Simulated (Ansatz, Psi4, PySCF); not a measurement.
Donor–acceptor adduct: BH3 (SMILES B) (first 4 atoms) with C2H6O (SMILES COC); geometry from B3LYP-D3(BJ)/def2-TZVP, rigid monomers moved along the line of their centres of mass till B1···O6 is 1.90 Å.
(charge 0, multiplicity 1):
```xyz
13

B      0.14919     0.22652     1.09459
H      1.28059     0.51303     0.80576
H     -0.68600     1.01995     0.75031
H     -0.14383    -0.93133     0.90094
C     -1.17642     0.15424     3.57153
O      0.12547     0.34213     2.99247
C      1.14014    -0.44573     3.63686
H     -1.12284     0.38614     4.63486
H     -1.50529    -0.87513     3.41520
H     -1.84378     0.83992     3.06081
H      1.15072    -0.20136     4.69869
H      2.08203    -0.17793     3.17050
H      0.93538    -1.50747     3.48528
```

Interaction energies are E(AB) − E(A) − E(B) at the monomers' geometry in the complex; basis-set methods are counterpoise corrected. Rows marked so take none.

Correlated levels freeze the cores. Rows in STO-3G carry no dispersion term and start afresh at each structure.

Programs: Ansatz (a first-principles code); Psi4 for SAPT; PySCF for STO-3G rows. 

Q: Estimate the interaction energy that CCSD(T)/aug-cc-pVDZ returns for this input.

A: -25.7 kcal/mol

Q: Estimate the interaction energy that HF/STO-3G (no counterpoise) returns for this input.

A: -41.6 kcal/mol

Q: What interaction energy does SAPT0/jun-cc-pV(D+d)Z give?

A: -26.5 kcal/mol
